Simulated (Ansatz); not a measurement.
**Question.** Name a neutral molecule of Ge, N, Si and H with LUMO energy (PBE/def2-TZVPP) between -1.05 and -0.75 eV and HOMO energy (PBE/def2-TZVPP) between -6.10 and -5.80 eV (Ansatz, PBE0-D4/def2-TZVP geometry).

**Answer.** `N[SiH2][GeH3]` (-0.84 eV, -6.01 eV). Other molecules can fit too; these were computed, each in one conformer that needn't be the lowest.
